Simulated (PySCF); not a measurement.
Static response to an electric field

C₄H₇FO₂.
Numbering: `[CH3:1][C@@H:2]1[O:3][CH2:4][C@@H:5]([F:6])[O:7]1` (hydrogens: H8, H9, H10 on C1; H11 on C2; H12, H13 on C4; H14 on C5)

Cartesian coordinates in Å at the GFN2-xTB level; atoms count from 1:
```
atom  x, y, z in Å
C1     1.670    1.197   -0.372
C2     0.737    0.044   -0.069
O3    -0.167   -0.168   -1.123
C4    -1.306   -0.776   -0.562
C5    -1.206   -0.426    0.939
F6    -1.076   -1.599    1.664
O7    -0.080    0.341    1.057
H8     2.254    0.958   -1.255
H9     1.085    2.093   -0.556
H10    2.329    1.360    0.475
H11    1.305   -0.885    0.136
H12   -2.196   -0.366   -1.041
H13   -1.280   -1.867   -0.683
H14   -2.069    0.094    1.367
```

Level: CAM-B3LYP/def2-SVPD (PySCF), static field, nuclei fixed, core orbitals frozen in the response. The polarisability tensor in these axes (au):

```
x   60.35  6.02 -1.71
y    6.02 53.38 -1.48
z   -1.71 -1.48 52.28
```

What are the eigenvalues, a third of the trace, and Δα (Δα² = ½Σ(αi − αj)² over the three pairs)?

Principal values 49.82, 51.95 and 64.24 au; mean 55.34 au = 8.20 Å³ = 9.12 × 10⁻⁴⁰ C²·m²/J; Δα = 13.48 au (24 % of the mean).

What is the dipole moment, and where does it point?

(-0.30, 0.52, -1.00) D, 1.17 D in size, pointing from the negative to the positive side. Measured along this direction, the outermost atoms are F6 at the negative end and H12 at the positive end.

What would n − 1 = 2πNα be for an ideal gas of these molecules at 400 K and 1 atm, electronic part alone?

N = p/kT = 1.8347 × 10¹⁹ cm⁻³, so n − 1 = 2π × N × 8.20 × 10⁻²⁴ cm³ = 945 × 10⁻⁶ at long wavelengths.

Find the Langevin capture rate constant for H3O+ (19.018 u) meeting this molecule (106.043 u), k = 2.342 × 10⁻⁹ cm³/s × √(α in Å³ / reduced mass in u).

The reduced mass is 16.13 u, so k = 1.67 × 10⁻⁹ cm³/s. The formula leaves out the permanent dipole, which adds to the capture rate.

In TDDFT the mean static polarisability is Σ f/ω² over all singlet excitations (ω in hartree). How much of it do the 8 lowest give? Their energies (eV) and oscillator strengths: 7.82, 0.0120; 8.50, 0.0056; 8.66, 0.0295; 8.77, 0.0777; 9.01, 0.0227; 9.22, 0.0144; 9.39, 0.0089; 9.50, 0.0381.

They add up to 1.96 au, 3.5 % of the 55.34 au; the largest single term is 0.75 au, from the state at 8.77 eV. Terms in order: 0.15, 0.06, 0.29, 0.75, 0.21, 0.13, 0.07, 0.31 au. Higher excitations give the rest. The strengths listed sum to 0.209.

One conformer (not necessarily the lowest) at the GFN2-xTB geometry, without solvent, vibrations or thermal averaging.

The run behind these numbers computed excited states as well. Hardware: an Arm Neoverse N1 with one thread, no GPU, on a shared host. Cost: 81 s wall (grids of density and orbitals included), 0.91 GiB resident at most.
